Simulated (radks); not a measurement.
Spherical jellium clusters: N electrons in a uniform positive sphere of charge N and radius rs N^(1/3), rs = 4.2 bohr. Method: non-relativistic Kohn-Sham, LDA (Slater exchange, Perdew-Wang correlation), spin-polarised, spherical densities; computed with a radial shooting solver with Libxc functionals. Levels are named by radial order and angular momentum (1s, 1p, 1d, 2s, ...), and open shells are averaged over m.

N = 19, configuration 1s2 1p6 1d10 2s(up 1, down 0). This is the lowest configuration that the search found. Occupied and some empty levels:

level    occupation  eigenvalue (eV)  <r> (bohr)
1s up             1          -4.7833       6.785
1s down           1          -4.6501       7.182
1p up             3          -4.0203       8.236
1p down           3          -3.9689       8.319
1d up             5          -3.1024       9.185
1d down           5          -3.0693       9.195
2s up             1          -2.7768       7.497
2s down           0          -2.5025       7.690
1f up             0          -2.0428       10.02
1f down           0          -2.0120       10.02
2p up             0          -1.5219       9.376
2p down           0          -1.4056       9.689
1g up             0         -0.88570       10.97
1g down           0         -0.85409       10.97

Energy (eV): total -35.8747, kinetic 29.680, external -1039.6, Hartree 514.64, exchange-correlation -66.460, background 525.91.
